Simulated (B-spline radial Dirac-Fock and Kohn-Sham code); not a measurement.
**Auger decay of the 2p1/2 hole in Bi**

System: the Bi atom in the configuration [Xe] 4f14 5d10 6s2 6p3.

These are calculated numbers from an atomic code on a B-spline grid; the model is independent-particle rates on relativistic LDA orbitals of the hole state (multipoles up to L = 3, Coulomb Auger matrix elements, transition energies from Dirac-Fock). Kinetic energies are configuration averages from the vacuum level; the two-hole energies are estimated from single-hole states.

```csv
transition,kinetic energy (eV),width (meV),share (%)
L2-L3N2,1428.2,220,5.8
L2-L3N3,1561.6,56.4,1.5
L2-L3N4,1777.0,270,7.2
L2-L3N5,1803.1,72.3,1.9
L2-M1M2,7931.2,118,3.1
L2-M2M2,8218.8,115,3.1
L2-M2M3,8748.3,314,8.4
L2-M2M4,9243.0,152,4.0
L2-M2M5,9342.3,237,6.3
L2-M3M4,9757.4,191,5.1
L2-M4M4,10242.6,147,3.9
L2-M4M5,10350.2,608,16.2
L2-M2N3,11281.5,74.6,2.0
L2-M4N4,12511.2,54.3,1.4
L2-M4N5,12534.4,123,3.3
L2-M5N4,12617.9,91.1,2.4
```

The listed channels hold 76 % of the non-radiative rate. Summed by principal shells, of 3.76 eV in all: LMM 52.3 %, LMN 21.0 %, LLN 17.9 %, LMO 3.2 %, LLO 2.7 %, LNN 2.0 %.
